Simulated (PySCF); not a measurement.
Computed shifts of a molecule C₄H₇BN₂, PBE0/pcSseg-1 (PySCF), GIAO, gas phase, equivalent atoms averaged, in ppm (number of nuclei): ¹³C: 190.8 (2), 89.0 (1), 10.5 (1). ¹⁵N: 509.1 (2). ¹H: 10.15 (2), 7.04 (2), 1.31 (3). References: ¹³C against TMS (σ = 186.3 ppm); ¹¹B against BF3 (σ = 88.8 ppm); ¹⁵N against NH3 (σ = 267.4 ppm); ¹H against TMS (σ = 31.56 ppm), references at their B3LYP-D3(BJ)/def2-TZVP geometries, non-relativistic. Coordinates come from a PBE0-D3(BJ)/def2-SVP optimisation. The values are those of a single conformer.

Task: Identify the compound among the candidates.
A) CB1C=NCN=C1
B) CB1C=NC=NC1
C) C#CB(N)/C=N/C
D) CC1=NB(N)C=C1

Result: A, CB1C=NCN=C1
